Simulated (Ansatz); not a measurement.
Basis-set extrapolation for C$_{3}$H$_{9}$NSi (`CC(C)[Si]N`) (PBE0-D4/def2-TZVP geometry, frozen core, Ansatz). Multiplicity 1, RHF reference.

|  | def2-TZVPP | def2-QZVPP |
| --- | --- | --- |
| HF | -462.295548 | -462.312761 |
| MP2 correlation | -0.852583 | -0.908724 |
| CCSD(T) correlation | -0.943268 | not run |

Energies in hartree. Use E(X) = E(∞) + A·exp(−7.88·√X) for Hartree–Fock and E(X) = E(∞) + B·X^(−2.97) for correlation, with X = 3 and 4, and add CCSD(T) minus MP2 of the smaller set to the MP2 limit.

Task: What is the CCSD(T) energy at the basis-set limit?

Result: HF limit: -462.312761 + (-0.017213) × 0.13774 = -462.31513. MP2 limit: -0.908724 + (-0.056141) × 0.74074 = -0.95031. Higher-order term: -0.943268 − (-0.852583) = -0.09069. Total: -463.35613 hartree, 73.6 kcal/mol below CCSD(T)/def2-TZVPP.
